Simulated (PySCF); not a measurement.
Compound: GeH2Me(NCO), C₂H₅GeNO.
Geometry (PBE0-D3(BJ)/def2-SVP, Å), atoms numbered from 1 in this order:
```xyz
10
C2H5GeNO angstrom
Ge     0.7468    0.0075    0.5684
H      0.6326   -0.0931    2.0984
H      2.2183   -0.0443    0.1289
C     -0.1936    1.5460   -0.1494
H      0.2664    2.4780    0.2104
H     -1.2461    1.5232    0.1673
H     -0.1528    1.5312   -1.2476
N     -0.0399   -1.4928   -0.1088
C     -0.7256   -2.3420   -0.5949
O     -1.3813   -3.1903   -1.0683
```

The computed photoelectron lines, unassigned: C 1s: 290.79 (area 1), 294.36 (area 1) eV; N 1s: 404.99 eV; O 1s: 538.79 eV.

Theory: delta-SCF UKS SCAN, pcX-2 on the ionised atom, pcseg-1 elsewhere, spin-free X2C (PySCF). Geometry: PBE0-D3(BJ)/def2-SVP; no solvent, vibrations or thermal averaging.

Task: Order the carbon atoms by C 1s binding energy.

Result: 290.79 eV: C4 (carbon bonded to Ge and 3 H); 294.36 eV: C9 (carbon bonded to N and O). The listed C 1s values span 3.57 eV, from C4 (bonded to 3 H and Ge) to C9 (bonded to O and N).

Bonded neighbours of each site: C4: 3 H and Ge; N8: C and Ge; C9: O and N; O10: C.

Task: What is the longest wavelength that can ionise O 1s of O10 vertically?

Result: λ = hc/E = 12398.42 eV Å / 538.79 eV = 23.012 Å.

No level of germanium is listed.
